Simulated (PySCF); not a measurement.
# Electron correlation in S+ (sulfur, charge +1)

[Ne] 3s2 3p3, high-spin 4S determinant. Computed with PySCF 2.14 in aug-cc-pV(D+d)Z (5s4p3d, 32 functions), with no relativity, point nucleus. Frozen: [Ne]; 5 electrons correlated.

MP2 pair energies summed by pair of shells (mhartree):

```csv
pair,energy,share (%)
3s-3p,-46.35,64.5
3p-3p,-17.62,24.5
3s-3s,-7.89,11.0
```

Total MP2 correlation energy: -71.86 mhartree.

Same-spin part -19.67 and opposite-spin part -52.19 mhartree; SCS-MP2 scales them by 1/3 and 6/5 to -69.18 mhartree.

```csv
level,correlation energy (mhartree)
CCSD,-92.15
(T),-1.36
CCSD(T),-93.51
```

Diagnostics: T1 = 0.0020, D1 = 0.0061, largest double amplitude 0.056.

Q: Is a single reference adequate?

A: Yes: T1 lies below 0.03 and no double amplitude reaches 0.07.
